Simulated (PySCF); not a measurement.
One of the candidates below gave these computed data.

All candidates are C4H14Si4.

* XPS: Si2p3/2 105.6, Si2p3/2 105.7, Si2p3/2 105.8, Si2p3/2 105.8, C1s 289.7, C1s 290.1, C1s 290.1, C1s 290.4, Si1s 1845.3, Si1s 1845.4, Si1s 1845.5, Si1s 1845.5 eV [ΔSCF SCAN, pcX-2 on the ionised atom, pcseg-1 elsewhere, spin-free X2C, 2p3/2 from a spin–orbit splitting computed afterwards within the 2p shell]
* NMR, other nuclei: isotropic shieldings of nuclei other than C and H, by class: 400 (1 Si), 408 (1 Si), 449 (1 Si), 452 (1 Si) ppm [GIAO PBE0/pcSseg-1]
* Valence photoelectron: vertical ionisation energy: 8.63 eV [ΔSCF wB97X-D/def2-SVPD]
* Rotational structure: rotational constants A, B, C: 1.230, 0.703, 0.597 GHz [PBE0-D3(BJ)/def2-SVP]
* Polarisability: 166.9 au [wB97X-D/def2-SVPD]
* 13C NMR: chemical shifts (computed TMS as zero) by class: 144.6 (1 C), 121.6 (1 C), 19.8 (1 C), -8.8 (1 C) ppm [GIAO PBE0/pcSseg-1]
* Dipole: 0.58 D [wB97X-D/def2-SVPD]
* UV, strongest line: among the 10 lowest singlet transitions: S6 at 6.30 eV (197 nm, f = 0.148) [TDDFT wB97X-D/def2-SVPD]

Gas-phase values; electronic properties from PySCF, density fitting. Levels stand in brackets. One conformer (not necessarily the lowest) at the PBE0-D3(BJ)/def2-SVP geometry, without solvent, vibrations or thermal averaging. NMR classes are plain means over equivalent atoms (diastereotopic ones count apart unless rotation or inversion swaps them), as if these changed places fast.

Question: Which candidate is it?
A. `C#C[C@H](C)[SiH2][SiH2][SiH2][SiH3]`
B. `C=CC[Si@@H]1[SiH2][SiH2][Si@H]1C`
C. `C[Si@H]1[SiH2][Si@@H](C2CC2)[SiH2]1`
D. `CC#C[SiH2][Si@@H]([SiH3])[SiH2]C`

Answer: B. It is `C=CC[Si@@H]1[SiH2][SiH2][Si@H]1C`. Numbering: `[CH2:1]=[CH:2][CH2:3][Si@@H:4]1[SiH2:5][SiH2:6][Si@H:7]1[CH3:8]`. Its formula, C4H14Si4, gives 2 degrees of unsaturation: 1 ring and 1 π bond in the structure found. 4 carbons fall into 4 classes; from least to most shielded: alkene CH carbon [C2] (144.6 ppm), terminal =CH2 carbon [C1] (121.6 ppm), chain sp3 carbon bound to silicon [C3] (19.8 ppm), Si-methyl carbon [C8] (-8.8 ppm). The other shieldings belong to: 400 ppm, SiH silicon [Si4]; 408 ppm, SiH silicon [Si7]; 449 ppm, SiH2 silicon [Si6]; 452 ppm, SiH2 silicon [Si5]. The core levels belong to: Si2p3/2 105.6 eV, SiH silicon [Si4]; Si2p3/2 105.7 eV, SiH silicon [Si7]; Si2p3/2 105.8 eV, SiH2 silicon [Si5]; Si2p3/2 105.8 eV, SiH2 silicon [Si6]; C1s 289.7 eV, terminal =CH2 carbon [C1]; C1s 290.1 eV, Si-methyl carbon [C8]; C1s 290.1 eV, sp3 carbon bound to silicon [C3]; C1s 290.4 eV, alkene CH carbon [C2]; Si1s 1845.3 eV, SiH silicon [Si4]; Si1s 1845.4 eV, SiH silicon [Si7]; Si1s 1845.5 eV, SiH2 silicon [Si5]; Si1s 1845.5 eV, SiH2 silicon [Si6]. The hole state at 290.4 eV has ⟨S²⟩ = 0.85 against 0.75, so that value is less sure. The first electron is taken from the HOMO, whose largest Löwdin shares are 0.20 on an SiH2 silicon, 0.19 on an SiH silicon, 0.13 on an SiH2 silicon and 0.12 on an SiH silicon. The optimised geometry has point group C1 and is an asymmetric top.

The others, at the same levels:
- `C#C[C@H](C)[SiH2][SiH2][SiH2][SiH3]` fails: its computed 13C shifts are 91.8 (1 C), 78.8 (1 C), 20.8 (1 C), 10.4 (1 C) ppm, vertical ionisation energy is 9.31 eV (against 8.63 eV) and strongest line among the 10 lowest singlet transitions is S10 at 7.27 eV (171 nm, f = 0.128) (against S6 at 6.30 eV).
- `C[Si@H]1[SiH2][Si@@H](C2CC2)[SiH2]1` fails: it has 3 carbon classes against 4; its computed 13C shifts are 6.5 (2 C), -7.2 (1 C), -8.1 (1 C) ppm, core binding energies are Si2p3/2 105.6, Si2p3/2 105.6 (×2), Si2p3/2 105.7, C1s 290.0, C1s 290.1, C1s 290.6 (×2), Si1s 1845.3 (×2), Si1s 1845.3, Si1s 1845.4 eV and static isotropic polarisability is 161.6 au (against 166.9 au).
- `CC#C[SiH2][Si@@H]([SiH3])[SiH2]C` fails: its computed 13C shifts are 117.7 (1 C), 80.2 (1 C), 6.3 (1 C), -7.5 (1 C) ppm, vertical ionisation energy is 8.98 eV (against 8.63 eV) and strongest line among the 10 lowest singlet transitions is S10 at 7.10 eV (175 nm, f = 0.273) (against S6 at 6.30 eV).

Each candidate is one conformer, not necessarily the lowest. Dipoles, sizes and rotational constants follow the conformer. The torsions of the flexible species, by atom-mapped SMILES:
- `[CH2:1]=[CH:2][CH2:3][Si@@H:4]1[SiH2:5][SiH2:6][Si@H:7]1[CH3:8]`: C1–C2–C3–Si4 -103°, C2–C3–Si4–Si5 168°
- `[CH:1]#[C:2][C@H:3]([CH3:4])[SiH2:5][SiH2:6][SiH2:7][SiH3:8]`: C2–C3–Si5–Si6 -57°, C3–Si5–Si6–Si7 63°, Si5–Si6–Si7–Si8 48°
- `[CH3:1][Si@H:2]1[SiH2:3][Si@@H:4]([CH:5]2[CH2:6][CH2:7]2)[SiH2:8]1`: Si3–Si4–C5–C6 85°
- `[CH3:1][C:2]#[C:3][SiH2:4][Si@@H:5]([SiH3:6])[SiH2:7][CH3:8]`: C3–Si4–Si5–Si6 -176°, Si4–Si5–Si7–C8 62°
